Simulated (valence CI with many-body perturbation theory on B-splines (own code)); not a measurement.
## Energy levels of Tb XLIII

Calculated by configuration interaction combined with many-body perturbation theory (CI+MBPT): five valence electrons over a frozen Dirac-Fock core [Ar], a basis of 7 s, 7 p, 8 d, 6 f, 4 g, 1 h functions for each j, with the one-electron correlation potential Σ1 (screened to all orders), the two-electron term Σ2, the three-electron term Σ3, Breit, model QED; selected single and double excitations, second order for the rest (own B-spline code, finite nucleus).

The last digits are not significant, and no measured levels were compared; by estimate large intervals hold to a few tenths of a per cent, small ones and those within an open d or f shell to about a per cent. Only levels of the ground parity were solved; by the run's estimate the other parity begins above the list, which can be wrong where configurations are misplaced.

Levels 1 to 37 of 37, with energies above the lowest level, (3d3/2^4 3d5/2) J=5/2. "Leading %" is the weight of the configuration and term that name the level; weights of strongly mixed levels are sums over their largest components and can fall short. In the jj column 3d3/2^4 stands for four electrons in 3d with j = 3/2. Lifetimes count E1, E2, E3, M1 and M2 decay at the calculated energies, and are blank where another channel may lead or the interval is too uncertain; long ones can be off by a factor of two.

| No. | Configuration | Term | J | E (cm⁻¹) | Leading % | Lifetime | Leading jj | Second component |
| --- | --- | --- | --- | --- | --- | --- | --- | --- |
| 1 | 3d5 | 4P | 5/2 | 0 | 29 |  | 3d3/2^4 3d5/2 (91 %) | 21 % 3d5 2D |
| 2 | 3d5 | 6S | 5/2 | 223910 | 39 | 2.39 μs | 3d3/2^3 3d5/2^2 (85 %) | 23 % 3d5 2F |
| 3 | 3d5 | 4G | 7/2 | 307370 | 36 | 4.51 μs | 3d3/2^3 3d5/2^2 (99 %) | 24 % 3d5 2F |
| 4 | 3d5 | 4D | 3/2 | 317000 | 40 | 1.70 μs | 3d3/2^3 3d5/2^2 (98 %) | 32 % 3d5 4P |
| 5 | 3d5 | 2H | 11/2 | 318290 | 41 |  | 3d3/2^3 3d5/2^2 (98 %) | 38 % 3d5 4G |
| 6 | 3d5 | 4G | 9/2 | 350940 | 35 | 765 μs | 3d3/2^3 3d5/2^2 (94 %) | 26 % 3d5 2G |
| 7 | 3d5 | 4D | 5/2 | 370620 | 33 | 22.7 μs | 3d3/2^3 3d5/2^2 (89 %) | 25 % 3d5 2D |
| 8 | 3d5 | 4P | 1/2 | 385880 | 49 | 111 μs | 3d3/2^3 3d5/2^2 (85 %) | 24 % 3d5 2S |
| 9 | 3d5 | 2F | 7/2 | 406760 | 38 | 41.4 μs | 3d3/2^3 3d5/2^2 (96 %) | 29 % 3d5 2G |
| 10 | 3d5 | 2D | 3/2 | 500620 | 57 | 11.1 μs | 3d3/2^3 3d5/2^2 (80 %) | 22 % 3d5 4F |
| 11 | 3d5 | 2D | 5/2 | 527540 | 30 | 953 ns | 3d3/2^2 3d5/2^3 (84 %) | 27 % 3d5 6S |
| 12 | 3d5 | 4D | 7/2 | 580030 | 52 | 1.85 μs | 3d3/2^2 3d5/2^3 (98 %) | 40 % 3d5 4G |
| 13 | 3d5 | 2I | 11/2 | 585930 | 52 | 2.69 μs | 3d3/2^2 3d5/2^3 (98 %) | 46 % 3d5 4G |
| 14 | 3d5 | 4G | 9/2 | 600050 | 57 | 2.74 μs | 3d3/2^2 3d5/2^3 (94 %) | 38 % 3d5 2G |
| 15 | 3d5 | 2I | 13/2 | 621580 | 100 | 13.6 μs | 3d3/2^2 3d5/2^3 (100 %) |  |
| 16 | 3d5 | 4D | 1/2 | 623800 | 77 | 1.49 μs | 3d3/2^2 3d5/2^3 (96 %) | 13 % 3d5 2S |
| 17 | 3d5 | 4P | 3/2 | 633390 | 52 | 922 ns | 3d3/2^2 3d5/2^3 (95 %) | 33 % 3d5 4F |
| 18 | 3d5 | 2F | 5/2 | 644900 | 42 | 1.74 μs | 3d3/2^2 3d5/2^3 (94 %) | 29 % 3d5 4D |
| 19 | 3d5 | 2H | 9/2 | 681280 | 53 | 1.34 μs | 3d3/2^2 3d5/2^3 (100 %) | 47 % 3d5 4F |
| 20 | 3d5 | 2G | 7/2 | 698050 | 61 | 4.82 μs | 3d3/2^2 3d5/2^3 (99 %) | 35 % 3d5 2F |
| 21 | 3d5 | 4F | 5/2 | 709940 | 62 | 1.32 μs | 3d3/2^2 3d5/2^3 (97 %) | 25 % 3d5 2D |
| 22 | 3d5 | 2D | 3/2 | 722320 | 87 | 3.40 μs | 3d3/2^2 3d5/2^3 (79 %) | 7 % 3d5 4D |
| 23 | 3d5 | 2G | 7/2 | 754060 | 44 | 2.32 μs | 3d3/2^2 3d5/2^3 (92 %) | 38 % 3d5 2F |
| 24 | 3d5 | 4P | 1/2 | 755580 | 36 | 1.53 μs | 3d3/2^2 3d5/2^3 (75 %) | 32 % 3d5 2P |
| 25 | 3d5 | 2G | 9/2 | 811810 | 74 | 3.88 μs | 3d3/2^2 3d5/2^3 (93 %) | 13 % 3d5 2H |
| 26 | 3d5 | 4P | 5/2 | 876610 | 34 | 585 ns | 3d3/2 3d5/2^4 (88 %) | 22 % 3d5 2F |
| 27 | 3d5 | 2P | 3/2 | 920380 | 72 | 3.57 μs | 3d3/2^2 3d5/2^3 (94 %) | 27 % 3d5 2D |
| 28 | 3d5 | 2D | 5/2 | 933710 | 68 | 1.52 μs | 3d3/2^2 3d5/2^3 (76 %) | 21 % 3d5 2F |
| 29 | 3d5 | 4F | 7/2 | 939100 | 30 | 827 ns | 3d3/2 3d5/2^4 (98 %) | 28 % 3d5 2F |
| 30 | 3d5 | 2H | 11/2 | 952080 | 57 | 1.01 μs | 3d3/2 3d5/2^4 (99 %) | 27 % 3d5 2I |
| 31 | 3d5 | 2D | 3/2 | 964090 | 31 | 651 ns | 3d3/2 3d5/2^4 (94 %) | 28 % 3d5 4D |
| 32 | 3d5 | 2G | 9/2 | 1006000 | 62 | 1.19 μs | 3d3/2 3d5/2^4 (92 %) | 15 % 3d5 2H |
| 33 | 3d5 | 2D | 5/2 | 1037000 | 67 | 1.07 μs | 3d3/2 3d5/2^4 (77 %) | 21 % 3d5 2F |
| 34 | 3d5 | 2G | 7/2 | 1058200 | 58 | 1.17 μs | 3d3/2 3d5/2^4 (95 %) | 32 % 3d5 2F |
| 35 | 3d5 | 2P | 1/2 | 1122000 | 61 | 1.09 μs | 3d3/2 3d5/2^4 (85 %) | 30 % 3d5 2S |
| 36 | 3d5 | 2D | 3/2 | 1222400 | 75 | 771 ns | 3d3/2 3d5/2^4 (92 %) | 18 % 3d5 2P |
| 37 | 3d5 | 2D | 5/2 | 1302100 | 46 | 450 ns | 3d5/2^5 (90 %) | 22 % 3d5 2F |

The ionisation energy to 3d4 3P_0 of the next ion comes out as 3300.9 eV (NIST: 3300 ± 4 eV (theoretical)). All 37 levels together are meant to be complete up to 1354300 cm⁻¹.
